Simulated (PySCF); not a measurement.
## KCl: energy against distance

Set-up: basis K def2-SVPD, Cl def2-SVPD; no relativity; PySCF 2.14. Energies in eV from K + Cl in their ground configurations at the same level. State: ¹Σ⁺ (singlet), closed shell.

All columns are BP86. A positive dipole means K(−)Cl(+).

```tsv
R (Å)	E (eV)	μ (D)	Mulliken charge on K (basis-dependent)	HOMO (eV)	LUMO (eV)	Mayer bond order	⟨S²⟩
2.339	-3.754	-8.71	0.91	-5.18	-1.38	0.15	0.00
2.448	-4.083	-9.22	0.93	-5.15	-1.44	0.11	0.00
2.557	-4.260	-9.73	0.94	-5.01	-1.51	0.08	0.00
2.638	-4.322	-10.11	0.94	-4.91	-1.57	0.06	0.00
2.720	-4.340	-10.49	0.94	-4.82	-1.63	0.06	0.00
2.802	-4.325	-10.88	0.94	-4.73	-1.68	0.07	0.00
2.910	-4.268	-11.40	0.93	-4.61	-1.76	0.09	0.00
3.046	-4.161	-12.05	0.92	-4.48	-1.86	0.14	0.00
3.210	-4.001	-12.83	0.89	-4.33	-1.98	0.20	0.00
3.427	-3.771	-13.86	0.87	-4.14	-2.14	0.26	0.00
```

A fit through these points gives, at Re = 2.720 Å, μ = -10.49 D and dμ/dR = -4.73 D/Å; the reduced mass is 18.43 u.

**Question.** How strong is the fundamental in the double-harmonic approximation, I = 42.26·(dμ/dR)²/μred km/mol?

**Answer.** I = 42.26·(-4.73)²/18.43 = 51.3 km/mol at BP86.
